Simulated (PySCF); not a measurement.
H₄O₂SSi, SMILES O[SiH](O)S. Atoms are numbered in the order given.

```xyz
8

Si    -0.5469    -0.0162    -0.2324
O     -0.3065    -1.0233    -1.5213
O     -1.0927    -0.9310     1.0419
S      1.2401     0.9551     0.4876
H     -1.5054     0.9915    -0.7289
H      0.3143    -1.7537    -1.3842
H     -1.0800    -0.5182     1.9169
H      1.2797     1.8602    -0.5169
```
Charge 0, spin multiplicity 1.

Coordinates come from a TPSSh-D3(BJ)/def2-SVP optimisation. The values are those of a single conformer.

Level of theory: TDDFT-CAM-B3LYP/def2-SVPD (PySCF 2.14.0).

Vertical excitations. The molecule is in vacuum.

Computed UV-visible absorptions:
| state | energy (eV) | λ (nm) | f | main pairs |
|---|---|---|---|---|
| S1 | 6.12 | 203 | 0.014 | HOMO→LUMO 64 %, HOMO→LUMO+3 21 % |
| S2 | 6.92 | 179 | 0.066 | HOMO→LUMO+3 50 %, HOMO→LUMO 15 %, HOMO→LUMO+1 14 %, HOMO→LUMO+2 12 % |
| S3 | 7.26 | 171 | 0.002 | HOMO→LUMO+1 51 %, HOMO→LUMO+3 13 %, HOMO→LUMO+2 10 %, HOMO→LUMO 9 % |
| S4 | 7.48 | 166 | 0.024 | HOMO−1→LUMO 51 %, HOMO→LUMO+2 28 % |
| S5 | 7.66 | 162 | 0.007 | HOMO→LUMO+2 35 %, HOMO−1→LUMO 33 %, HOMO→LUMO+1 12 % |
| S6 | 8.04 | 154 | 0.003 | HOMO→LUMO+4 37 %, HOMO→LUMO+5 14 %, HOMO→LUMO+1 8 %, HOMO−1→LUMO+1 7 % |
| S7 | 8.10 | 153 | 0.009 | HOMO−1→LUMO+1 48 %, HOMO−2→LUMO 15 % |
| S8 | 8.26 | 150 | 0.003 | HOMO→LUMO+5 19 %, HOMO−1→LUMO+3 18 %, HOMO−1→LUMO+2 16 %, HOMO→LUMO+6 10 % |
| S9 | 8.37 | 148 | 0.073 | HOMO→LUMO+5 37 %, HOMO→LUMO+4 26 %, HOMO→LUMO+6 11 %, HOMO→LUMO+3 7 % |
| S10 | 8.43 | 147 | 0.054 | HOMO−1→LUMO+2 46 %, HOMO→LUMO+6 17 % |
| T1 | 5.70 | 218 | 0 | HOMO→LUMO 56 %, HOMO→LUMO+3 22 % |
| T2 | 6.54 | 190 | 0 | HOMO→LUMO+3 48 %, HOMO→LUMO 13 %, HOMO→LUMO+1 13 %, HOMO→LUMO+2 11 % |
| T3 | 6.97 | 178 | 0 | HOMO→LUMO+1 37 %, HOMO−1→LUMO 16 %, HOMO−1→LUMO+3 14 % |
| T4 | 7.04 | 176 | 0 | HOMO−1→LUMO 37 %, HOMO→LUMO+1 25 %, HOMO−1→LUMO+3 10 % |
Triplets are in the Tamm–Dancoff approximation, which puts them higher than full response would, so one can lie above its singlet here.
